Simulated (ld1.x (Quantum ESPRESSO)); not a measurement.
## praseodymium, TM semilocal: configuration errors across variants

Pr, norm-conserving Troullier–Martins (semilocal form), made with ld1.x (Quantum ESPRESSO) 7.5 (PBEsol, scalar-relativistic). Core [Kr] 4d10, reference 4f2.5 5s2 5p6 5d0.5 6s2 6p0. Waves: 5s (bound): rc 1.35 bohr; 5d (bound): rc 2.55 bohr; 4f (bound): rc 1.05 bohr; 5p (bound): rc 2.10 bohr. Local part: the p channel. Core correction: none.

Occupied shells without a wave of their own: 6s. They enter only through the test configuration that unscreens the potential.

All-electron excitation energies from the reference (eV): (1) 4f3 5s2 5p6 5d0 6s2 6p0 -0.077; (2) 4f3 5s2 5p6 5d0 6s1 6p0 5.664; (3) 4f3 5s2 5p6 5d0 6s0 6p0 16.196; (4) 4f3 5s2 5p6 5d1 6s1 6p0 1.497; (5) 4f2 5s2 5p6 5d1 6s1 6p0 7.285; (6) 4f3 5s2 5p6 5d1 6s0 6p0 6.556; (7) 4f3 5s2 5p6 5d0 6s1.5 6p0 2.217.

A semilocal file is local in each channel, so a ghost entry of none says nothing of the separable form that plane-wave codes build from it.

Errors AE − PS in meV (a dash: test not solved or not reliable):

```csv
change,(1),(2),(3),(4),(5),(6),(7),bound ghosts
base,-35,-93,-190,-45,-77,-103,-60,none
wave 4f (bound): rc 1.05 bohr becomes 4f (bound): rc 0.68 bohr,-47,-107,-206,-56,-78,-115,-73,none
wave 4f (bound): rc 1.05 bohr becomes 4f (bound): rc 0.86 bohr,-41,-100,-198,-49,-82,-108,-66,none
wave 4f (bound): rc 1.05 bohr becomes 4f (bound): rc 1.00 bohr,-37,-95,-192,-46,-79,-104,-62,none
wave 4f (bound): rc 1.05 bohr becomes 4f (bound): rc 1.22 bohr,-29,-85,-180,-40,-67,-97,-53,none
wave 4f (bound): rc 1.05 bohr becomes 4f (bound): rc 1.58 bohr,-8.8,-61,-151,-27,-33,-81,-32,none
```

Question: Give the same row for: wave 4f (bound): rc 1.05 bohr becomes 4f (bound): rc 1.42 bohr.

Answer: -19, -73, -165, -33, -50, -88, -42; bound ghosts: none.
